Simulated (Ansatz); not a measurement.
A geometry relaxed with B3LYP-D3(BJ)/def2-TZVP (Ansatz, a first-principles code), charge 0, multiplicity 1:

```xyz
12

H     -2.4127     0.9667     0.0885
H     -2.3911    -0.5104    -0.8990
H     -0.2256     0.7477    -1.1513
H      2.0835    -0.3533    -1.0080
H      2.0600     1.1178    -0.0303
C      0.4923    -0.2889     0.4545
C     -1.9026     0.0147    -0.0752
H     -1.9835    -0.5883     0.8258
C      1.9011     0.0377    -0.0047
N     -0.4930     0.2132    -0.3429
H      2.6072    -0.4110     0.6879
O      0.2644    -0.9459     1.4546
```

Task: Write the SMILES of this molecule.

Result: `CNC(C)=O`
